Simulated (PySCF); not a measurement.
Gas-phase reaction: 6 SF ⇌ S₆ + 3 F₂

Computed with PySCF and rigid-rotor harmonic-oscillator thermochemistry at 1 bar. † marks an energy on the PBE0/def2-TZVP geometry and frequencies. MP2 freezes the core. Open shells (unrestricted): SF (multiplicity 2, electronic degeneracy 4); the rest are closed-shell singlets. Spin-orbit splitting is ignored; it lowers the true energy and changes the entropy of SF. MP2 isn't extrapolated to the basis-set limit; its ΔH°(298 K) is 138.1 kJ in def2-SVP and 62.1 kJ in def2-TZVPP. The harmonic model lacks anharmonicity and excited electronic states, which grow with temperature; levels with a mode under 35 cm⁻¹ are left out.

```json
[
 {"level": "HF/def2-TZVP†", "ΔE electronic, kJ": "635", "ΔH°(298 K), kJ": "644", "ΔS°(298 K), J/K": "-407", "ΔG°(800 K), kJ": "965"},
 {"level": "MP2/def2-SVP†", "ΔE electronic, kJ": "129", "ΔH°(298 K), kJ": "138", "ΔS°(298 K), J/K": "-407", "ΔG°(800 K), kJ": "459"},
 {"level": "MP2/def2-TZVPP†", "ΔE electronic, kJ": "53", "ΔH°(298 K), kJ": "62", "ΔS°(298 K), J/K": "-407", "ΔG°(800 K), kJ": "383"},
 {"level": "PBE0/def2-QZVP†", "ΔE electronic, kJ": "87", "ΔH°(298 K), kJ": "96", "ΔS°(298 K), J/K": "-407", "ΔG°(800 K), kJ": "418"},
 {"level": "PBE0/def2-SVP†", "ΔE electronic, kJ": "44", "ΔH°(298 K), kJ": "53", "ΔS°(298 K), J/K": "-407", "ΔG°(800 K), kJ": "374"},
 {"level": "r2SCAN/def2-TZVP†", "ΔE electronic, kJ": "41", "ΔH°(298 K), kJ": "50", "ΔS°(298 K), J/K": "-407", "ΔG°(800 K), kJ": "371"},
 {"level": "ωB97M-V/def2-TZVP†", "ΔE electronic, kJ": "90", "ΔH°(298 K), kJ": "99", "ΔS°(298 K), J/K": "-407", "ΔG°(800 K), kJ": "421"}
]
```
ΔH° is lowest at r2SCAN/def2-TZVP† and highest at HF/def2-TZVP†. No reference value is set beside these.
